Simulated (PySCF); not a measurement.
A thermochemical cycle for KSb

PBE0 in PySCF with x2c-SVPall on every atom, spin-free X2C, for the lowest determinant that a PBE0 search found; no spin–orbit coupling. KSb, a triplet (π ↑↑), has De = 1.16 eV to neutral atoms, and KSb⁺, a quartet (σ ↑, π ↑↑), has De = 0.23 eV to K⁺ + Sb.

At the same level the K atom ionises at 4.38 eV.

Q: What is the adiabatic ionisation energy of the molecule, and does ionisation strengthen or weaken the bond?

A: IE = IE(K) + De(neutral) − De(ion) = 4.38 + 1.16 − 0.23 = 5.31 eV. De changes by -0.93 eV, so ionisation weakens the bond.

Weak bonds: KSb⁺. Basis-set superposition, not corrected here, can be much of De in a small basis, most of all at correlated wavefunction levels. These are scalar-relativistic numbers at best; spin–orbit coupling would shift them, the dissociation energy most. For an ion De counts to the pair picked by the measured ionisation energies or electron affinities, which need not be the lowest pair at this level. States were picked by a PBE0 search and need not be the measured ground states.
